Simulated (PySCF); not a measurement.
## NMR data sheet: C₃H₁₂ClNSi₄

| Quantity | Value |
| --- | --- |
| Formula | C3H12ClNSi4 |
| SMILES | C[Si@@H](Cl)C#C[SiH2]N([SiH3])[SiH3] |
| Point group of the computed structure | C1 |
| Degrees of unsaturation | 2 |
| Carbon signals | 3 |
| Proton signals | 5 |

Bonds (- single, = double, # triple, : aromatic): C1-Si2, Si2-Cl3, Si2-C4, C4#C5, C5-Si6, Si6-N7, N7-Si8, N7-Si9. C1 carries H10, H11, H12; Si2 carries H13; Si6 carries H14, H15; Si8 carries H16, H17, H18; Si9 carries H19, H20, H21. Stereochemistry as in C[Si@@H](Cl)C#C[SiH2]N([SiH3])[SiH3]. H15 is pro-R; H14 is pro-S.

PySCF 2.14 calculation with GFN2-xTB geometry and shielding tensors at PBE0/pcSseg-1 (GIAO); gas phase, relativity neglected, a single conformation, one averaged value for each set of equivalent atoms.

References, each an isolated molecule treated in the same way: ¹H (σ = 31.72 ppm), ¹³C (σ = 186.93 ppm), ²⁹Si (σ = 349.16 ppm) against TMS; ¹⁵N (σ = 267.73 ppm) against NH3.

| carbon | δC, type | δH (multiplicity) | HMBC from (2–3 bonds) | span of the C tensor (ppm) |
| --- | --- | --- | --- | --- |
| C1 | 4.6, CH3 | 0.60 (d) | H13 | 23 |
| C4 | 120.9, C | – | H13, H15, H14, H10/H11/H12 | 287 |
| C5 | 117.4, C | – | H13, H15, H14 | 280 |

Other nuclei:
```tsv
atoms	nucleus	environment	δ (ppm)	σ (ppm)
H13	¹H	hydrogen on a silicon bonded to 2 C, Cl	5.33	26.38
H15	¹H	hydrogen on a silicon bonded to C, N	5.09	26.63
H14	¹H	hydrogen on a silicon bonded to C, N	5.05	26.67
H16/H17/H18/H19/H20/H21	¹H	hydrogen on a silicon bonded to N	4.88	26.84
Si2	²⁹Si	silicon bonded to 2 C, Cl, H	-23.0	372.1
Si8/Si9	²⁹Si	silicon bonded to N, 3 H	-46.5	395.6
Si6	²⁹Si	silicon bonded to C, N, 2 H	-52.5	401.7
N7	¹⁵N	nitrogen bonded to 3 Si	-1.7	269.4
```

- Carbon types of the structure: 2 × C, 1 × CH3, leaving 9 H on heteroatoms.
- δC 120.9, 117.4: alkyne carbon.
- δC 4.6: methyl carbon bonded to Si; an electropositive neighbour leaves it electron-rich and shielded.
- δH 5.33: hydrogen on a silicon bonded to 2 C, Cl.
- δH 5.09, 5.05: hydrogen on a silicon bonded to C, N.
- δH 0.60: hydrogen on a methyl carbon bonded to Si; an electropositive neighbour shields it, as in TMS itself.

Shifts are as computed. Against solution values, carbons near 30 ppm lie about +3 ppm off and those near 130 ppm about +5 ppm. Of 1309 compounds with measured shifts, 239 miss one by over three times the rms of a fit or turn the order of signals round; such compounds aren't used in these exercises. Experimental scales use liquid or dissolved standards, which lie at an offset from isolated NH3 (liquid NH3: subtract about 20 ppm). Multiplicities follow the n + 1 count of equivalent neighbours, as no J values were calculated; m marks all less simple cases, F and P coupling included.
